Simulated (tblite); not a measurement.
Run record: tight-binding relaxation, `[H]/N=C/C[S][Al@@H-]([NH3+])[S]C`.

Computed with GFN2-xTB geometry optimisation, gas phase (tblite 0.8.0). Start geometry: from a force field or distance geometry. The command runs a driver script over a list of jobs; the input below is this job's line of settings and its coordinates in Å.

Command:
```bash
OMP_NUM_THREADS=1 python probes_run.py task.json out
```

Input:
```
{"job": {"kind": "relax", "xc": "GFN2-xTB", "basis": "xTB"}, "charge": 0, "multiplicity": 1}
C     -3.215000     1.737400    -0.458600
S     -1.931900     1.449800     0.754100
Al    -0.621400    -0.243400    -0.064000
N     -1.708200    -1.784600    -0.414700
S      0.944900    -0.654200     1.489300
C      2.583900    -0.841800     0.784100
C      3.052100     0.479100     0.229200
N      4.138300     0.505400    -0.443700
H     -2.754100     1.924900    -1.455100
H     -3.854100     0.841200    -0.515100
H     -3.826300     2.662500    -0.225100
H     -0.044500     0.225700    -1.475000
H     -2.711700    -1.512100    -0.511000
H     -1.396700    -2.316500    -1.257500
H     -1.595500    -2.392600     0.452000
H      3.273000    -1.163600     1.634400
H      2.577200    -1.601700    -0.026400
H      2.510100     1.397200     0.386300
H      4.570100     1.296700    -0.875400
```

**Question.** Give the output.

**Answer.** 
```
step      E/eV     max force
  0    -691.97490    2.925
  1    -692.27838    3.638
  2    -692.49032    1.170
  3    -692.57524    0.845
  4    -692.66546    0.374
  5    -692.68168    0.311
  6    -692.70300    0.202
  7    -692.70892    0.190
  8    -692.71344    0.127
  9    -692.71597    0.112
... (127 lines left out)
137    -693.11578    0.014
138    -693.11582    0.013
139    -693.11586    0.011
140    -693.11589    0.013
141    -693.11591    0.011
142    -693.11593    0.013
143    -693.11596    0.013
144    -693.11599    0.011
145    -693.11603    0.010
146    -693.11605    0.009
```

«max force» is the largest atomic force in eV/Å.

**Question.** From which step on does the largest force stay under 0.1 eV/Å, and how much energy is left to gain from there?

**Answer.** From step 101 (0.071 eV/Å), 4.4 meV above the end.

In short: energy lowered by 26.3 kcal/mol over 146 steps; largest atomic force 0.009 eV/Å at the end.

Time: 1.5 s. Hardware: one thread, Arm Neoverse V1 (aarch64), no GPU, shared host with 32 logical CPUs at a one-minute load of 26.
Labels such as C1 count atoms from 1, the log's own numbers from 0.
